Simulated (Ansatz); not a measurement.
`N[SiH3]` + `N[SiH](O)F` → `O[SiH](F)N[SiH3]` + NH₃  (ligand exchange at the Si–N bond)

Computed with Ansatz on PBE0-D4/def2-TZVP structures; ΔE is electronic, products minus reactants. CCSD(T)/CBS is the MP2 limit (def2-TZVPP, def2-QZVPP) plus CCSD(T) − MP2 in def2-TZVPP, frozen cores. This one scheme is used for every species. DFT in def2-TZVPP. Each species was taken in one conformer, which may not be the lowest.

Question: Is it downhill or uphill in electronic energy at CCSD(T)/CBS, and by how much? (Estimate.)

Answer: Ansatz gave: Downhill: ΔE = -2.8 kcal/mol.

Question: What do these levels give: r2SCAN-D4, PBE0-D4, ωB97M-V, B2PLYP, PBE0, MP2/def2-TZVPP, CCSD/def2-TZVPP, MP2/def2-QZVPP, SCS-MP2/def2-QZVPP, HF/CBS(def2), MP2/CBS(def2), CCSD/CBS(def2)? (Estimate.)

Answer: Ansatz gave: r2SCAN-D4 -2.3, PBE0-D4 -2.3, ωB97M-V -2.3, B2PLYP -1.8, PBE0 -1.5, MP2/def2-TZVPP -2.8, CCSD/def2-TZVPP -2.6, MP2/def2-QZVPP -2.8, SCS-MP2/def2-QZVPP -2.6, HF/CBS(def2) -1.5, MP2/CBS(def2) -2.7, CCSD/CBS(def2) -2.5 kcal/mol.

Largest T1 diagnostic among the species: 0.011.

In def2-TZVPP, CCSD(T) changes the Hartree–Fock value by −1.5 kcal/mol (the triples alone add −0.3 kcal/mol) and MP2 by −1.4 kcal/mol. The D4 term adds −1.5 kcal/mol with B3LYP and −0.9 kcal/mol with PBE0; it sums over pairs of atoms, weighted by their polarisabilities, and B3LYP, whose exchange is more repulsive, gets the larger term.

B3LYP here is the variant with VWN-RPA as its local correlation; programs differ in this.
